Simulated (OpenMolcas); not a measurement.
# Cu2+ in a point-charge field

Cu2+ among 6 point charges of -1 e arranged as a tetragonal octahedron (D4h), 2.11 Å from the ion, with the axial distance 2.321 Å.
```
   2.1100    0.0000    0.0000  -1.00
   0.0000    2.1100    0.0000  -1.00
  -2.1100    0.0000    0.0000  -1.00
   0.0000   -2.1100    0.0000  -1.00
   0.0000    0.0000    2.3210  -1.00
   0.0000    0.0000   -2.3210  -1.00
```

* Program: OpenMolcas
* Method: SS-CASPT2, IPEA 0.25 Eh, imaginary shift 0.1 Eh (closed shells correlated: 3s 3p)
* Basis: ANO-RCC-VDZP [5s4p2d1f]
* Scalar Hamiltonian: DKH2, point nucleus
* Active space: 9 electrons in 5 orbitals (3d)
* State averaging: 2S+1 = 2 even, 5 roots
* Spin-orbit coupling: RASSI with atomic mean-field integrals over the reference wave functions

The lowest spin-free states (labels of D4, the rotations of D4h), above the lowest:

```csv
State,Degeneracy,E (cm-1),Free-ion L (%)
2B1,1,0,D (100)
2A1,1,1480,D (100)
2B2,1,1660,D (100)
2E,2,2470,D (100)
```

The lowest levels with spin-orbit coupling:

```csv
E (cm-1),Degeneracy,Label,2S+1,g
0,2,E3/2,2,2.01 2.01 4.41
1330,2,E1/2,2,1.57 3.59 3.59
1690,2,E3/2,2,1.67 2.05 2.05
3240,2,E3/2,2,0.04 0.04 2.74
3850,2,E1/2,2,0.43 1.59 1.59
```

Powder χT (cm3 K/mol): 0.863 at 2 K, 0.867 at 10 K, 0.887 at 50 K, 0.912 at 100 K, 0.962 at 200 K, 1.01 at 300 K. The effective moment at 300 K is 2.828 √(χT) = 2.85 μB.

The lowest level has 2S+1 = 2, for which the spin-only value is χT = S(S+1) / 2 = 0.375 cm3 K/mol (g = 2). The computed 1.013 at 300 K differs by +0.638, through orbital momentum, spin-orbit coupling and any other state in reach.

The ground term spreads over less than 5000 cm-1, several times less than with real ligands, so orbital moments are less quenched and χT lies further from the spin-only value than at real sites. Free-ion shares, where given, are those of the reference states; single-state CASPT2 does not remix them. This is an electrostatic model: the charges have no orbitals. No measured value stands beside these numbers.
